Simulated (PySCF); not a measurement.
BrF, optimised at GFN2-xTB:

```xyz
2

F      0.0045    -0.6633     0.6079
Br    -0.0045     0.6633    -0.6079
```

Method: PySCF energies (xtb for GFN2) plus ideal-gas RRHO corrections (1 bar). 6-31G* has spherical d functions here. All species are closed-shell singlets. B3LYP is the form with VWN-RPA correlation. Br: all electrons, no relativistic terms.

Question: List the harmonic frequencies (cm⁻¹, unscaled) at this level and at the other levels, each on its own geometry.

Answer: 
- GFN2-xTB: 499
- B3LYP/6-31G*: 672
- HF/6-31G*: 773
- PBE/def2-SVP: 640
- PBE0/def2-TZVP: 701
